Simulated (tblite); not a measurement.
Record of a relaxation.

C₄H₁₂BBrSi.
Atom-mapped SMILES: `[CH3:1][B:2]([CH3:3])[CH2:4][CH2:5][SiH2:6][Br:7]` (hydrogens: H8, H9, H10 on C1; H11, H12, H13 on C3; H14, H15 on C4; H16, H17 on C5; H18, H19 on Si6)

Computed with GFN2-xTB (tblite), gas phase: L-BFGS steps from a force-field or distance-geometry start until the largest atomic force falls under 0.01 eV/Å. 9 of its 140 geometries are shown.

Step 0: E = -591.4271 eV, largest atomic force 2.512 eV/Å
```
atom  x, y, z in Å  |  force x, y, z in eV/Å
C1     -1.401   -0.600    1.518   -0.642   0.606  -0.268
B2     -0.864    0.125    0.188   -1.978  -1.547   0.065
C3     -1.978    0.927   -0.604    0.500   0.243  -0.018
C4      0.118   -0.717   -0.703   -0.043  -0.946   0.421
C5      1.374    0.012   -1.074    0.937   0.099  -1.204
Si6     2.373    0.542    0.403    0.542   0.105   0.577
Br7     3.712   -1.236    0.855   -0.350   0.553   0.041
H8     -2.462   -0.267    1.728    1.098  -0.656  -0.130
H9     -1.362   -1.700    1.327   -0.089   0.961   0.617
H10    -0.830   -0.313    2.397    0.048  -0.464   0.107
H11    -2.689    1.437    0.068    0.186  -0.178  -0.689
H12    -1.484    1.647   -1.274   -0.658  -0.089  -0.001
H13    -2.494    0.146   -1.227    0.280   1.016   0.616
H14     0.396   -1.688   -0.179   -0.215   0.945  -0.716
H15    -0.414   -0.962   -1.635    0.191  -0.250   0.266
H16     2.023   -0.691   -1.627   -0.149   0.261  -0.216
H17     1.176    0.860   -1.766   -0.011  -0.442   0.465
H18     3.242    1.653    0.008    0.069  -0.113   0.202
H19     1.554    0.834    1.589    0.284  -0.104  -0.135
```

Step 17: E = -592.1267 eV, largest atomic force 0.144 eV/Å
```
atom  x, y, z in Å  |  force x, y, z in eV/Å
C1     -1.458   -0.644    1.514    0.060   0.012  -0.089
B2     -1.080   -0.128    0.067    0.047   0.076   0.063
C3     -1.986    0.955   -0.640    0.081  -0.043   0.043
C4      0.124   -0.810   -0.729   -0.111   0.003   0.045
C5      1.363    0.030   -1.102   -0.062  -0.068   0.074
Si6     2.411    0.557    0.387   -0.029   0.009   0.041
Br7     3.727   -1.141    0.992   -0.104   0.053  -0.055
H8     -2.438   -0.315    1.859    0.082  -0.022  -0.018
H9     -1.428   -1.734    1.573    0.029   0.095   0.052
H10    -0.724   -0.277    2.238   -0.089  -0.089  -0.070
H11    -2.605    1.532    0.046    0.086  -0.013  -0.068
H12    -1.438    1.647   -1.279   -0.047  -0.018   0.006
H13    -2.671    0.407   -1.292    0.009   0.076  -0.001
H14     0.473   -1.700   -0.202    0.054  -0.061   0.016
H15    -0.309   -1.163   -1.672    0.033  -0.067  -0.022
H16     1.993   -0.584   -1.751    0.050   0.006  -0.110
H17     1.066    0.896   -1.696   -0.028   0.047   0.100
H18     3.346    1.639    0.103   -0.001  -0.013  -0.072
H19     1.626    0.840    1.576   -0.057   0.018   0.064
```

Step 35: E = -592.1738 eV, largest atomic force 0.088 eV/Å
```
atom  x, y, z in Å  |  force x, y, z in eV/Å
C1     -1.437   -0.657    1.494    0.045  -0.022   0.004
B2     -1.065   -0.181    0.039   -0.036  -0.026  -0.020
C3     -1.904    0.964   -0.652    0.019  -0.027   0.004
C4      0.128   -0.898   -0.737   -0.065   0.030   0.052
C5      1.294    0.047   -1.080   -0.063  -0.031  -0.010
Si6     2.336    0.569    0.408   -0.018  -0.005  -0.026
Br7     3.595   -1.160    1.008   -0.021  -0.012   0.010
H8     -2.405   -0.312    1.849    0.017  -0.017  -0.019
H9     -1.398   -1.740    1.597   -0.033  -0.015   0.002
H10    -0.690   -0.277    2.192   -0.010   0.016   0.017
H11    -2.449    1.588    0.055    0.038   0.002  -0.022
H12    -1.335    1.617   -1.311    0.011  -0.020   0.007
H13    -2.658    0.487   -1.282    0.013   0.005   0.020
H14     0.521   -1.751   -0.177    0.023  -0.016  -0.012
H15    -0.256   -1.306   -1.680    0.004   0.049   0.058
H16     1.951   -0.441   -1.805    0.032  -0.016  -0.057
H17     0.898    0.936   -1.569    0.024   0.046  -0.039
H18     3.279    1.613    0.039    0.067   0.044   0.002
H19     1.586    0.911    1.605   -0.047   0.015   0.031
```

Step 52: E = -592.1856 eV, largest atomic force 0.080 eV/Å
```
atom  x, y, z in Å  |  force x, y, z in eV/Å
C1     -1.439   -0.688    1.510    0.018   0.000  -0.013
B2     -1.050   -0.200    0.064    0.016   0.009  -0.026
C3     -1.858    0.959   -0.638    0.006  -0.008   0.009
C4      0.141   -0.895   -0.730   -0.033   0.017   0.006
C5      1.283    0.067   -1.109   -0.024  -0.009   0.025
Si6     2.307    0.602    0.385    0.048  -0.057   0.028
Br7     3.477   -1.177    1.034   -0.036   0.047   0.020
H8     -2.414   -0.346    1.849   -0.019  -0.007  -0.016
H9     -1.405   -1.772    1.612    0.004   0.000  -0.010
H10    -0.710   -0.304    2.226    0.007  -0.013  -0.007
H11    -2.353    1.637    0.053    0.015  -0.002   0.007
H12    -1.270    1.554   -1.335   -0.019   0.015   0.006
H13    -2.648    0.498   -1.234   -0.010  -0.002   0.026
H14     0.568   -1.745   -0.191   -0.014  -0.005  -0.010
H15    -0.271   -1.300   -1.662    0.013  -0.015   0.014
H16     1.939   -0.414   -1.839    0.015  -0.022  -0.024
H17     0.874    0.951   -1.598   -0.012   0.016  -0.039
H18     3.309    1.605    0.051    0.021   0.019  -0.008
H19     1.511    0.977    1.545    0.005   0.017   0.011
```

Step 70: E = -592.2140 eV, largest atomic force 0.067 eV/Å
```
atom  x, y, z in Å  |  force x, y, z in eV/Å
C1     -1.442   -0.822    1.437    0.003  -0.006  -0.004
B2     -1.003   -0.228    0.046   -0.003  -0.025  -0.001
C3     -1.794    1.010   -0.529    0.048   0.009   0.005
C4      0.188   -0.910   -0.757   -0.035  -0.015   0.018
C5      1.310    0.052   -1.184   -0.033   0.002   0.039
Si6     2.262    0.697    0.318   -0.027   0.038  -0.003
Br7     3.039   -1.051    1.449    0.006   0.018  -0.002
H8     -2.447   -0.534    1.738    0.003  -0.002   0.031
H9     -1.371   -1.907    1.477    0.010  -0.003   0.009
H10    -0.763   -0.452    2.207   -0.009  -0.026   0.004
H11    -1.954    1.777    0.227   -0.010   0.006   0.030
H12    -1.353    1.493   -1.397    0.021  -0.028  -0.039
H13    -2.789    0.673   -0.819    0.001   0.010  -0.014
H14     0.640   -1.735   -0.200   -0.048  -0.034   0.004
H15    -0.247   -1.364   -1.655    0.028   0.036  -0.049
H16     1.988   -0.450   -1.880    0.000  -0.012   0.035
H17     0.880    0.896   -1.724    0.023   0.033  -0.033
H18     3.447    1.472   -0.029   -0.001  -0.005  -0.017
H19     1.398    1.390    1.268    0.023   0.003  -0.011
```

Step 87: E = -592.2273 eV, largest atomic force 0.030 eV/Å
```
atom  x, y, z in Å  |  force x, y, z in eV/Å
C1     -1.443   -0.908    1.415   -0.009   0.001   0.004
B2     -1.006   -0.262    0.048    0.004  -0.002   0.008
C3     -1.746    1.030   -0.479    0.005   0.002   0.011
C4      0.172   -0.925   -0.784   -0.009  -0.001  -0.002
C5      1.303    0.038   -1.185    0.001  -0.004   0.002
Si6     2.217    0.772    0.298    0.007   0.013   0.008
Br7     2.810   -0.898    1.637    0.001   0.003   0.014
H8     -2.450   -0.643    1.730   -0.005   0.013   0.018
H9     -1.360   -1.993    1.420   -0.001   0.000  -0.016
H10    -0.768   -0.562    2.200    0.007  -0.001  -0.007
H11    -1.716    1.833    0.256    0.001  -0.019   0.000
H12    -1.363    1.428   -1.417   -0.009  -0.005   0.003
H13    -2.804    0.810   -0.627    0.027   0.011  -0.006
H14     0.614   -1.776   -0.258   -0.010   0.001  -0.009
H15    -0.260   -1.332   -1.706    0.001  -0.010   0.004
H16     2.018   -0.492   -1.821    0.000   0.009  -0.016
H17     0.897    0.852   -1.788    0.012  -0.002  -0.002
H18     3.477    1.401   -0.083   -0.011   0.006   0.000
H19     1.397    1.637    1.137   -0.012  -0.014  -0.015
```

Step 104: E = -592.2302 eV, largest atomic force 0.030 eV/Å
```
atom  x, y, z in Å  |  force x, y, z in eV/Å
C1     -1.438   -0.938    1.406    0.000   0.004  -0.006
B2     -0.997   -0.276    0.049    0.011  -0.001  -0.006
C3     -1.708    1.041   -0.453    0.012  -0.001  -0.006
C4      0.172   -0.941   -0.797   -0.004  -0.004  -0.004
C5      1.301    0.024   -1.198    0.003  -0.003   0.000
Si6     2.186    0.791    0.286    0.004   0.027  -0.012
Br7     2.710   -0.805    1.739   -0.004  -0.004  -0.017
H8     -2.429   -0.645    1.744    0.004  -0.001   0.016
H9     -1.391   -2.025    1.380   -0.018   0.001  -0.007
H10    -0.737   -0.639    2.187    0.003   0.000  -0.003
H11    -1.605    1.842    0.278   -0.015  -0.003   0.011
H12    -1.352    1.422   -1.407    0.010  -0.005  -0.003
H13    -2.780    0.873   -0.553   -0.008   0.006   0.011
H14     0.614   -1.796   -0.279   -0.007   0.003  -0.004
H15    -0.267   -1.339   -1.719   -0.004  -0.016   0.010
H16     2.021   -0.506   -1.829    0.018   0.001   0.006
H17     0.894    0.832   -1.809    0.008  -0.004  -0.008
H18     3.462    1.396   -0.078   -0.012  -0.007   0.007
H19     1.335    1.698    1.046   -0.001   0.007   0.013
```

Step 122: E = -592.2341 eV, largest atomic force 0.023 eV/Å
```
atom  x, y, z in Å  |  force x, y, z in eV/Å
C1     -1.431   -0.943    1.400    0.000   0.007  -0.009
B2     -0.990   -0.281    0.042    0.012   0.000  -0.002
C3     -1.682    1.054   -0.436    0.009  -0.006  -0.006
C4      0.172   -0.958   -0.803   -0.001  -0.004  -0.003
C5      1.305    0.001   -1.209    0.003   0.003  -0.006
Si6     2.139    0.824    0.276   -0.003   0.009  -0.003
Br7     2.676   -0.763    1.734    0.006   0.000   0.014
H8     -2.367   -0.566    1.803   -0.004   0.004   0.010
H9     -1.501   -2.027    1.333   -0.001  -0.002  -0.008
H10    -0.659   -0.752    2.147   -0.004  -0.016   0.013
H11    -1.578    1.830    0.322   -0.008   0.021   0.002
H12    -1.315    1.460   -1.377    0.000  -0.015   0.013
H13    -2.755    0.899   -0.545   -0.008   0.002  -0.011
H14     0.612   -1.808   -0.274   -0.003   0.001   0.000
H15    -0.263   -1.369   -1.721   -0.007  -0.001   0.003
H16     2.049   -0.547   -1.795    0.005   0.008   0.001
H17     0.911    0.780   -1.865    0.006   0.003   0.004
H18     3.408    1.460   -0.058   -0.002  -0.005  -0.018
H19     1.256    1.714    1.018    0.002  -0.008   0.005
```

Step 139: E = -592.2365 eV, largest atomic force 0.009 eV/Å
```
atom  x, y, z in Å  |  force x, y, z in eV/Å
C1     -1.425   -0.924    1.413   -0.001  -0.002   0.004
B2     -0.984   -0.266    0.053   -0.004   0.005   0.003
C3     -1.680    1.059   -0.446   -0.001   0.003  -0.003
C4      0.166   -0.958   -0.796   -0.005  -0.003   0.004
C5      1.310   -0.012   -1.204   -0.001  -0.002   0.000
Si6     2.131    0.822    0.281    0.001   0.005  -0.001
Br7     2.779   -0.760    1.700   -0.003   0.001  -0.005
H8     -2.307   -0.479    1.868    0.003   0.001  -0.004
H9     -1.605   -1.992    1.301   -0.006  -0.002   0.000
H10    -0.612   -0.848    2.136   -0.002  -0.005   0.001
H11    -1.667    1.830    0.324   -0.002  -0.004   0.000
H12    -1.261    1.488   -1.353   -0.005   0.000   0.001
H13    -2.735    0.862   -0.639    0.006  -0.001  -0.002
H14     0.598   -1.813   -0.268    0.001  -0.001   0.001
H15    -0.277   -1.364   -1.713    0.006  -0.003   0.001
H16     2.056   -0.572   -1.776    0.001   0.005  -0.002
H17     0.928    0.761   -1.873    0.001   0.004   0.005
H18     3.356    1.526   -0.078    0.003  -0.003  -0.001
H19     1.219    1.648    1.061    0.007   0.002  -0.005
```

**Question.** Summarise the path.

**Answer.** The energy falls by 18.67 kcal/mol from step 0 to step 139; nine tenths of that is first reached at step 25. It falls at every step. The largest force goes from 2.512 to 0.009 eV/Å. Among the bonds Si6–Br7 changes most, from 2.271 to 2.221 Å; the atoms move by 0.600 Å rms after alignment.

The cost below is that of the whole relaxation. On an Arm Neoverse V1 with one thread (shared host), this took 1.2 s wall.
